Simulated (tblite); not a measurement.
Compound: C₅H₁₂O₂Si₂.
Atom-mapped SMILES: `[CH2:1]=[CH:2][Si@@H:3]([O:4][CH3:5])[C:6](=[CH2:7])[O:8][SiH3:9]` (hydrogens: H10, H11 on C1; H12 on C2; H13 on Si3; H14, H15, H16 on C5; H17, H18 on C7; H19, H20, H21 on Si9)

Computed with GFN2-xTB (tblite), gas phase: L-BFGS steps from a force-field or distance-geometry start until the largest atomic force falls under 0.01 eV/Å.

Step 11: E = -773.6168 eV
```
atom  x, y, z in Å  |  force x, y, z in eV/Å
C1     -2.0965    2.2671    0.1582   -0.017   0.053  -0.030
C2     -1.8368    1.0087   -0.1549    0.143  -0.133   0.090
Si3    -0.4916   -0.0700    0.6469    0.037  -0.007  -0.140
O4     -0.9696   -1.6107    0.3619    0.162   0.082   0.021
C5     -2.3034   -2.0154    0.4536   -0.018  -0.118   0.041
C6      1.1249    0.1147   -0.3492   -0.118   0.039  -0.092
C7      1.2196   -0.3131   -1.6030   -0.210  -0.022  -0.011
O8      2.1376    0.8156    0.2460   -0.107  -0.061   0.003
Si9     3.6918    0.3406    0.3112    0.021  -0.273  -0.041
H10    -1.5003    2.7645    0.9077   -0.120   0.096  -0.046
H11    -2.8833    2.8469   -0.3074    0.087  -0.038   0.049
H12    -2.4371    0.5008   -0.9125    0.082   0.268   0.117
H13    -0.4073    0.1394    2.1102    0.093   0.066  -0.293
H14    -2.3271   -3.1033    0.4652   -0.005  -0.069   0.011
H15    -2.7669   -1.6293    1.3622   -0.060  -0.046   0.021
H16    -2.8701   -1.6537   -0.4055   -0.045  -0.038  -0.006
H17     0.3857   -0.8367   -2.0303   -0.030  -0.039  -0.074
H18     2.0769   -0.1712   -2.2449   -0.027   0.023   0.213
H19     4.0984   -0.2286   -0.9952    0.118   0.142   0.334
H20     4.3940    1.5770    0.6458   -0.127  -0.118  -0.015
H21     3.7521   -0.7262    1.3334    0.141   0.191  -0.150
```

Step 12: E = -773.6412 eV
```
atom  x, y, z in Å  |  force x, y, z in eV/Å
C1     -2.0918    2.2816    0.1621   -0.103   0.084  -0.040
C2     -1.8284    1.0233   -0.1482    0.133  -0.124   0.064
Si3    -0.4908   -0.0657    0.6423   -0.076  -0.059  -0.092
O4     -0.9857   -1.6035    0.3750    0.363   0.108  -0.032
C5     -2.3104   -2.0271    0.4579    0.015  -0.111   0.064
C6      1.1146    0.1113   -0.3596    0.022  -0.059  -0.102
C7      1.2179   -0.3188   -1.6102   -0.285  -0.009  -0.074
O8      2.1374    0.7914    0.2333   -0.119   0.095   0.120
Si9     3.6932    0.3362    0.3135    0.007  -0.301  -0.059
H10    -1.5070    2.7903    0.9161   -0.140   0.029  -0.111
H11    -2.8872    2.8494   -0.3094    0.156  -0.043   0.089
H12    -2.4222    0.5098   -0.9072    0.045   0.302   0.106
H13    -0.3995    0.1460    2.0981    0.116   0.083  -0.180
H14    -2.3075   -3.1164    0.4668   -0.080  -0.023   0.015
H15    -2.7807   -1.6440    1.3624   -0.103  -0.075   0.083
H16    -2.8746   -1.6670   -0.4008   -0.101  -0.055  -0.077
H17     0.3898   -0.8356   -2.0504   -0.122  -0.079  -0.095
H18     2.0744   -0.1675   -2.2452    0.092   0.014   0.158
H19     4.1217   -0.2339   -0.9814    0.125   0.132   0.265
H20     4.3612    1.5861    0.6523   -0.074  -0.071  -0.002
H21     3.7664   -0.7288    1.3323    0.128   0.162  -0.099
```

Q: Estimate the geometry and energy of step 13. (The exact step hangs on the optimiser's Hessian estimate; all steps are aligned on step 12, rigid shifts and turns removed.)

A: E = -773.6648 eV, largest force 0.369 eV/Å
```
atom  x, y, z in Å  |  force x, y, z in eV/Å
C1     -2.0884    2.2970    0.1654   -0.117   0.078  -0.008
C2     -1.8166    1.0387   -0.1389    0.066  -0.023   0.017
Si3    -0.4888   -0.0605    0.6369   -0.146  -0.092  -0.038
O4     -0.9982   -1.5936    0.3889    0.361   0.022  -0.075
C5     -2.3165   -2.0407    0.4634    0.066  -0.051   0.052
C6      1.1052    0.1051   -0.3723    0.115  -0.124  -0.056
C7      1.2123   -0.3246   -1.6208   -0.260   0.009  -0.154
O8      2.1367    0.7653    0.2214   -0.110   0.185   0.179
Si9     3.6947    0.3273    0.3152   -0.054  -0.153  -0.033
H10    -1.5179    2.8187    0.9218   -0.114  -0.010  -0.118
H11    -2.8892    2.8538   -0.3098    0.155  -0.036   0.074
H12    -2.4050    0.5262   -0.8994   -0.017   0.264   0.045
H13    -0.3892    0.1546    2.0832    0.145   0.107  -0.031
H14    -2.2877   -3.1311    0.4689   -0.123   0.035   0.021
H15    -2.7990   -1.6633    1.3641   -0.085  -0.107   0.097
H16    -2.8819   -1.6845   -0.3965   -0.090  -0.081  -0.089
H17     0.3918   -0.8361   -2.0756   -0.200  -0.101  -0.107
H18     2.0731   -0.1636   -2.2438    0.164  -0.008   0.100
H19     4.1498   -0.2380   -0.9615    0.154   0.081   0.100
H20     4.3219    1.5950    0.6597   -0.026  -0.054   0.004
H21     3.7840   -0.7289    1.3292    0.115   0.059   0.018
```

The energy changes by -0.0236 eV. The first-order estimate −F·Δx gives -0.0330 eV and the mean of the old and new forces, exact on a quadratic surface, -0.0236 eV. The step makes an angle of 71° with the force vector and moves no atom by more than 0.041 Å.

The cost below is that of the whole relaxation. Time: 2.4 s of wall time. Hardware: one thread, Arm Neoverse V1 (aarch64), no GPU (shared host).
